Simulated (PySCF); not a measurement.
Compound: C4H12Si2.
SMILES with atom numbers: `[CH3:1][CH2:2][SiH2:3]/[CH:4]=[CH:5]\[SiH3:6]` (hydrogens: H7, H8, H9 on C1; H10, H11 on C2; H12, H13 on Si3; H14 on C4; H15 on C5; H16, H17, H18 on Si6)

Torsions of this conformer, `[CH3:1][CH2:2][SiH2:3]/[CH:4]=[CH:5]\[SiH3:6]`: C1–C2–Si3–C4 62°, C2–Si3–C4–C5 -85°.

The closed-shell ground state was solved at several levels (PySCF, density fitting, gas phase, non-relativistic). The structure is a single PBE0-D3(BJ)/def2-SVP conformer in the gas phase; no vibrational or solvent corrections.

```tsv
level	basis functions	total energy (Eh)	HOMO (eV)	LUMO (eV)	gap (eV)	dipole (D)
wB97X-D/pcSseg-1	176	-738.5061	-9.60	0.83	10.43	0.82
CAM-B3LYP/def2-SVPD	224	-738.2229	-9.04	0.15	9.19	0.85
```

(1) Estimate the row for PBE0/pcSseg-1, a basis of 176 functions; the other rows only guide the guess.

(2) Over all these levels, which gives the widest orbital gap and which the narrowest?

(3) How far do the dipole and the HOMO energy spread over the levels?

## Answers

(1) Total energy -738.1153 Eh, HOMO -7.78 eV, LUMO -0.95 eV, gap 6.83 eV, dipole 0.86 D.

(2) wB97X-D/pcSseg-1 (range-separated hybrid) has the widest, 10.43 eV, and PBE0/pcSseg-1 (global hybrid, 25 % exact exchange) the narrowest, 6.83 eV. The two share the basis. From the narrowest to the widest the HOMO moves by -1.82 eV and the LUMO by +1.78 eV.

(3) The dipole runs from 0.82 to 0.86 D (mean 0.84 D) and the HOMO from -9.60 to -7.78 eV.

wB97X-D is run here without its empirical dispersion term; that term would change no orbital, density or response property at a fixed geometry.
